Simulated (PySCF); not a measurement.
# Spinor energies of S⁺ (sulfur, charge +1)

Start: [Ne] 3s2 3p2 4s1; 3p3/2 filled at m_j = +1/2, +3/2; 4s1/2 filled at m_j = +1/2. Calculated with PySCF 2.14 in x2c-SVPall-2c with one added diffuse shell each of s, p type (5s5p1d, 25 functions): generalised Hartree-Fock with the X2C-1e Hamiltonian and a Gaussian nucleus; one run each with spin-orbit coupling (SO) switched off, then screened by Boettger's factors. This is a chosen level, not necessarily the ground level.

```
spinor shell  electrons  ε, spin-free (eV)  ε, screened SO (eV)  weight of nominal j (screened SO)  rms radius, screened SO (bohr)
       1s1/2          2            -2529.4              -2529.4                              1.000                           0.112
       2s1/2          2            -264.96              -264.97                              1.000                           0.516
       2p1/2          2            -200.42              -201.38                              0.869                           0.490
       2p3/2          4            -200.42              -199.96                              0.935                           0.491
       3s1/2          2            -38.547              -38.553                              0.999                            1.71
       3p3/2          2            -27.862              -27.846                              0.816                            1.97
       4s1/2          1             -9.345               -9.346                              1.000                            4.57
```

```csv
quantity,spin-free,screened SO
E (hartree),-397.60152,-397.60055
M_J,5/2,5/2
⟨J²⟩,8.758,8.757
⟨L²⟩,2.006,2.011
⟨S²⟩,3.752,3.749
```

Each row is a mean over spinors that exchange with the open shell spreads, by up to 6.854 eV (3s1/2).

Rows whose weight is well below 1 are mixtures of j = l ± 1/2: exchange outweighs spin-orbit coupling there, and the label is only the starting occupation.

Without spin-orbit coupling the j labels of p, d and f shells carry no meaning; the spin-free column gives the mean over the occupied spinors of each nl shell.
